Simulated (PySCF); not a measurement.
A calculated (wB97M-V, PySCF 2.14, def2-QZVPPD, the non-relativistic Hamiltonian (point nucleus)) atom or ion has these occupied shells.

```json
{"shell": "1s α", "electrons": "1", "orbital energy (eV)": "-4886.9", "rms radius, mean of both spins (bohr)": "0.0812"}
{"shell": "1s β", "electrons": "1", "orbital energy (eV)": "-4886.8", "rms radius, mean of both spins (bohr)": "0.0812"}
{"shell": "2s α", "electrons": "1", "orbital energy (eV)": "-554.95", "rms radius, mean of both spins (bohr)": "0.354"}
{"shell": "2s β", "electrons": "1", "orbital energy (eV)": "-554.22", "rms radius, mean of both spins (bohr)": "0.354"}
{"shell": "2p α", "electrons": "3", "orbital energy (eV)": "-463.45", "rms radius, mean of both spins (bohr)": "0.322"}
{"shell": "2p β", "electrons": "3", "orbital energy (eV)": "-462.86", "rms radius, mean of both spins (bohr)": "0.322"}
{"shell": "3s α", "electrons": "1", "orbital energy (eV)": "-76.823", "rms radius, mean of both spins (bohr)": "1.09"}
{"shell": "3s β", "electrons": "1", "orbital energy (eV)": "-74.823", "rms radius, mean of both spins (bohr)": "1.09"}
{"shell": "3p α", "electrons": "3", "orbital energy (eV)": "-52.184", "rms radius, mean of both spins (bohr)": "1.18"}
{"shell": "3p β", "electrons": "3", "orbital energy (eV)": "-49.969", "rms radius, mean of both spins (bohr)": "1.18"}
{"shell": "3d α", "electrons": "2", "orbital energy (eV)": "-16.823", "rms radius, mean of both spins (bohr)": "1.68"}
{"shell": "4s α", "electrons": "1", "orbital energy (eV)": "-13.149", "rms radius, mean of both spins (bohr)": "3.44"}
```

(1) Name the element and its charge.

Results:

(1) Ti⁺ (titanium, charge +1), in [Ar] 3d2 4s1, high-spin 4F determinant.
